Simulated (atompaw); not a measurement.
Which change was made? (K, PAW (atompaw))

potassium (K), PAW, made with atompaw 4.2.0.5 (LDA (PW92), scalar-relativistic). Core [Ne], reference 3s2 3p6 3d0 4s0 4p0 (charge +1). Waves: 3s (bound): rc 1.90 bohr; 4s (bound, empty): rc 3.00 bohr; 3p (bound): rc 2.10 bohr; 4p (bound, empty): rc 2.15 bohr; 3d (bound, empty): rc 3.00 bohr; 3d channel at 2.35 Ry: rc 3.00 bohr. Local part: bessel scheme, radius 2.75 bohr. Core correction: smooth core density matched at 2.55 bohr. Augmentation charge: besselshape compensation charge, radius 2.35 bohr; PAW radius 3.00 bohr; waves and projectors: custom rrkj gramschmidtortho.

Cutoffs, loose and tight: the cutoffs (Ry, on a coarse ladder) from which the occupation-weighted sum of valence levels, in a spherical-Bessel basis at the reference potential, stays within 10 and 1 mRy of its value at 400 Ry. They see the waves, projectors and local potential, not the compensation charge or the core.

The base gives: outcome: generated; cutoff, loose: 18 Ry; cutoff, tight: 30 Ry; bound ghosts: none.

(1) After one change the result is: outcome: generated; cutoff, loose: 10 Ry; cutoff, tight: 18 Ry; bound ghosts: none. Which change was it?
A. all radii scaled by about 1.05 (s 2.00, p 2.22, d 3.16 bohr); local potential bessel scheme, radius 2.90 bohr; augmentation besselshape compensation charge, radius 2.48 bohr; PAW radius 3.16 bohr; waves and projectors: custom rrkj gramschmidtortho; core correction smooth core density matched at 2.68 bohr
B. all radii scaled by about 1.26 (s 2.40, p 2.66, d 3.78 bohr); local potential bessel scheme, radius 3.48 bohr; augmentation besselshape compensation charge, radius 2.96 bohr; PAW radius 3.78 bohr; waves and projectors: custom rrkj gramschmidtortho; core correction smooth core density matched at 3.22 bohr
C. all radii scaled by about 0.78 (s 1.48, p 1.64, d 2.34 bohr); local potential bessel scheme, radius 2.14 bohr; augmentation besselshape compensation charge, radius 1.82 bohr; PAW radius 2.34 bohr; waves and projectors: custom rrkj gramschmidtortho; core correction smooth core density matched at 1.98 bohr
D. all radii scaled by about 0.90 (s 1.70, p 1.88, d 2.70 bohr); local potential bessel scheme, radius 2.46 bohr; augmentation besselshape compensation charge, radius 2.10 bohr; PAW radius 2.70 bohr; waves and projectors: custom rrkj gramschmidtortho; core correction smooth core density matched at 2.28 bohr

## Answers

(1) B. The others give: all radii scaled by about 0.90 (s 1.70, p 1.88, d 2.70 bohr); local potential bessel scheme, radius 2.46 bohr; augmentation besselshape compensation charge, radius 2.10 bohr; PAW radius 2.70 bohr; waves and projectors: custom rrkj gramschmidtortho; core correction smooth core density matched at 2.28 bohr → outcome: generated; cutoff, loose: 21 Ry; cutoff, tight: 35 Ry; bound ghosts: none | all radii scaled by about 0.78 (s 1.48, p 1.64, d 2.34 bohr); local potential bessel scheme, radius 2.14 bohr; augmentation besselshape compensation charge, radius 1.82 bohr; PAW radius 2.34 bohr; waves and projectors: custom rrkj gramschmidtortho; core correction smooth core density matched at 1.98 bohr → outcome: generated; cutoff, loose: 30 Ry; cutoff, tight: 45 Ry; bound ghosts: none | all radii scaled by about 1.05 (s 2.00, p 2.22, d 3.16 bohr); local potential bessel scheme, radius 2.90 bohr; augmentation besselshape compensation charge, radius 2.48 bohr; PAW radius 3.16 bohr; waves and projectors: custom rrkj gramschmidtortho; core correction smooth core density matched at 2.68 bohr → outcome: generated; cutoff, loose: 15 Ry; cutoff, tight: 25 Ry; bound ghosts: none.
